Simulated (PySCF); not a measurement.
Species: C3H9FNSi (charge +1).
Atom-mapped SMILES: `[CH2:1]=[CH:2][Si@H:3]([F:4])[NH2+:5][CH3:6]` (hydrogens: H7, H8 on C1; H9 on C2; H10 on Si3; H11, H12 on N5; H13, H14, H15 on C6)
Bond orders are those of one Lewis drawing.

Computed by this run: PBE0-D3(BJ)/def2-SVP geometry optimisation, gas phase in PySCF; density fitting, grid level 1; the optimiser is geomeTRIC in internal coordinates, started from a GFN2-xTB structure.

Step 3: E = -15317.9545 eV
```
atom  x, y, z in Å  |  force x, y, z in eV/Å
C1      2.6402   -0.6398   -0.1814    0.025  -0.050   0.056
C2      1.3264   -0.9185   -0.1739    0.009   0.064  -0.005
Si3     0.2026   -0.0251   -1.2911   -0.106  -0.014   0.023
F4      0.9079    1.2192   -2.0193    0.058   0.010  -0.041
N5     -1.0350    0.9391   -0.2184   -0.044   0.037  -0.009
C6     -1.9835    0.1060    0.5728    0.032   0.009  -0.014
H7      3.0794    0.1405   -0.8127   -0.043   0.002  -0.023
H8      3.3407   -1.1987    0.4469    0.018   0.005   0.038
H9      0.9421   -1.7218    0.4680    0.052  -0.037  -0.045
H10    -0.7010   -0.7491   -2.2065   -0.004   0.003   0.008
H11    -1.5594    1.5741   -0.8356    0.003  -0.013   0.002
H12    -0.5091    1.5615    0.4093    0.011  -0.017  -0.003
H13    -2.7139    0.7472    1.0813    0.002  -0.001   0.011
H14    -2.5093   -0.5826   -0.1013   -0.009   0.009   0.001
H15    -1.4191   -0.4677    1.3183   -0.004  -0.008   0.002
```

Step 4: E = -15317.9574 eV
```
atom  x, y, z in Å  |  force x, y, z in eV/Å
C1      2.6350   -0.6303   -0.1641   -0.046   0.120  -0.017
C2      1.3253   -0.9265   -0.1794   -0.018  -0.122  -0.006
Si3     0.1947   -0.0423   -1.3003   -0.029   0.109   0.011
F4      0.9120    1.1931   -2.0351    0.031   0.000  -0.013
N5     -1.0312    0.9391   -0.2218    0.004  -0.039  -0.005
C6     -1.9793    0.1116    0.5757    0.016   0.010  -0.017
H7      3.0490    0.1688   -0.7888    0.057  -0.004   0.019
H8      3.3423   -1.1711    0.4736   -0.015  -0.016  -0.015
H9      0.9550   -1.7586    0.4322   -0.004  -0.010   0.014
H10    -0.7160   -0.7490   -2.2209   -0.011  -0.043   0.037
H11    -1.5547    1.5823   -0.8304    0.006  -0.009  -0.017
H12    -0.4915    1.5508    0.4041    0.012   0.001   0.000
H13    -2.6939    0.7567    1.1015    0.005   0.004   0.008
H14    -2.5247   -0.5627   -0.0973   -0.007   0.006   0.002
H15    -1.4127   -0.4775    1.3076    0.000  -0.006  -0.002
```

Step 5: E = -15317.9605 eV
```
atom  x, y, z in Å  |  force x, y, z in eV/Å
C1      2.6234   -0.6140   -0.1547   -0.005   0.051   0.049
C2      1.3202   -0.9373   -0.1881   -0.016  -0.066  -0.050
Si3     0.1878   -0.0520   -1.3079    0.019   0.100  -0.007
F4      0.9151    1.1755   -2.0483   -0.005  -0.017   0.011
N5     -1.0263    0.9373   -0.2253    0.026  -0.033  -0.007
C6     -1.9735    0.1152    0.5778   -0.004   0.005  -0.006
H7      3.0413    0.2013   -0.7557   -0.005  -0.004  -0.004
H8      3.3288   -1.1566    0.4837   -0.003  -0.009  -0.015
H9      0.9615   -1.7866    0.4067   -0.002  -0.001   0.006
H10    -0.7293   -0.7568   -2.2235   -0.012  -0.041   0.036
H11    -1.5488    1.5851   -0.8296    0.000  -0.001  -0.014
H12    -0.4757    1.5423    0.3977    0.001   0.011   0.001
H13    -2.6748    0.7646    1.1165    0.007   0.005   0.005
H14    -2.5349   -0.5484   -0.0926   -0.005   0.004   0.001
H15    -1.4055   -0.4851    1.2996    0.003  -0.003  -0.006
```

Problem. Estimate the geometry and energy of step 6. (The exact step hangs on the optimiser's Hessian estimate; all steps are aligned on step 5, rigid shifts and turns removed.)

Solution. E = -15317.9639 eV, largest force 0.072 eV/Å
```
atom  x, y, z in Å  |  force x, y, z in eV/Å
C1      2.5934   -0.5822   -0.1298    0.026  -0.036   0.057
C2      1.3086   -0.9664   -0.2062   -0.006   0.015  -0.045
Si3     0.1793   -0.0713   -1.3216    0.031   0.016  -0.030
F4      0.9233    1.1430   -2.0688   -0.043  -0.029   0.028
N5     -1.0104    0.9330   -0.2320    0.040   0.007  -0.010
C6     -1.9589    0.1231    0.5802   -0.027  -0.003   0.015
H7      2.9882    0.2700   -0.6943   -0.011  -0.006  -0.004
H8      3.3089   -1.1187    0.5026    0.007   0.009  -0.003
H9      0.9718   -1.8486    0.3527    0.003   0.010  -0.014
H10    -0.7523   -0.7767   -2.2219   -0.007  -0.016   0.015
H11    -1.5292    1.5903   -0.8291   -0.003   0.006  -0.003
H12    -0.4404    1.5255    0.3859   -0.021   0.019   0.001
H13    -2.6314    0.7816    1.1441    0.007   0.003   0.001
H14    -2.5519   -0.5169   -0.0860    0.001   0.004  -0.002
H15    -1.3900   -0.5013    1.2807    0.003  -0.001  -0.007
```

The energy changes by -0.0034 eV. The first-order estimate −F·Δx gives -0.0057 eV and the mean of the old and new forces, exact on a quadratic surface, -0.0031 eV. The step makes an angle of 80° with the force vector and moves no atom by more than 0.106 Å.

The cost below is that of the whole optimisation. Hardware: Arm Neoverse V1, one thread, shared host with 32 logical CPUs at a one-minute load of 13. Cost: 51 s of wall time, 0.59 GiB resident at most.
